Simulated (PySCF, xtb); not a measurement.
Si(OSiH3)(H)(F)(Me) (CH₇FOSi₂), SMILES C[SiH](F)O[SiH3].

GFN2-xTB run with xtb at its own geometry gives an orbital gap of 5.85 eV and a dipole moment of 1.76 D.

Geometry optimised at PBE0-D3(BJ)/def2-SVP. The values are those of a single conformer.

Question: What does r2SCAN/def2-TZVP run with PySCF give? (The exact figures need the calculation; the answer reports its results.)

Answer: gap 7.29 eV (levels -7.62 and -0.33 eV), dipole 1.62 D.
